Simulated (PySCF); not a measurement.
`O([C@@H](OCC)F)C`, C$_{4}$H$_{9}$FO$_{2}$

Cartesian coordinates in Å; atom numbers follow the order of the lines, from 1:
```xyz
16

C    -2.8481    0.2633   -0.4383
C    -1.5576   -0.3059    0.1219
O    -0.4693    0.2601   -0.6070
C     0.7512   -0.1382   -0.1956
F     0.9268   -1.5049   -0.4797
O     1.6848    0.5858   -0.8542
C     3.0176    0.3366   -0.4403
H    -2.8523    1.3444   -0.3376
H    -2.9330    0.0130   -1.4913
H    -3.6955   -0.1521    0.0993
H    -1.4463   -0.0532    1.1868
H    -1.5376   -1.3978    0.0179
H     0.8746   -0.1004    0.9150
H     3.3088   -0.6944   -0.6583
H     3.6352    1.0252   -1.0103
H     3.1332    0.5273    0.6324
```

Computed, not measured: GIAO PBE0/pcSseg-1 magnetisability, rotational g tensor and spin-rotation constants, non-relativistic, gas phase in PySCF. Geometry: GFN2-xTB.

(1) Give the nuclear spin-rotation constants along the inertial axes (H = +C I·J) beside the isotropic shieldings.

(2) How do the rotational constants and the g tensor change when H8, H9, H10, H11, H12, H13, H14, H15, H16 are replaced by deuterium?

Answers

(1) Rotational constants 7.0705, 1.3122, 1.1753 GHz. A star marks the isotopologue with that one atom substituted, in its own axes.
```csv
atom,isotope,Caa (kHz),Cbb (kHz),Ccc (kHz),mean (kHz),σ (ppm)
F5,19F,10.555,1.142,1.014,4.237,284.4
H8,1H,-0.757,0.029,-0.127,-0.285,30.2
H9,1H,-0.757,-0.149,0.033,-0.291,30.1
H10,1H,-0.139,-0.118,-0.112,-0.123,30.7
H11,1H,-0.673,-0.145,0.057,-0.254,28.1
H12,1H,-0.691,0.060,-0.110,-0.247,27.6
H13,1H,-0.503,-0.148,0.074,-0.192,26.0
H14,1H,-0.632,0.034,-0.104,-0.234,27.8
H15,1H,-0.372,-0.031,-0.092,-0.165,27.8
H16,1H,-0.710,-0.146,0.056,-0.267,28.4
C1,13C*,0.922,0.184,0.170,0.426,170.0
C2,13C*,1.370,0.302,0.260,0.644,119.5
O3,17O*,-1.057,-0.173,-0.187,-0.472,217.8
C4,13C*,2.060,0.399,0.368,0.942,60.7
O6,17O*,-1.189,-0.111,-0.136,-0.478,246.2
C7,13C*,1.051,0.303,0.251,0.535,129.9
```
For the geometry as given, no vibrational averaging.

(2) Constants 5.9591, 1.0899, 0.9963 GHz; g -0.0257, -0.0003, -0.0030, against -0.0301, -0.0003, -0.0035 before.
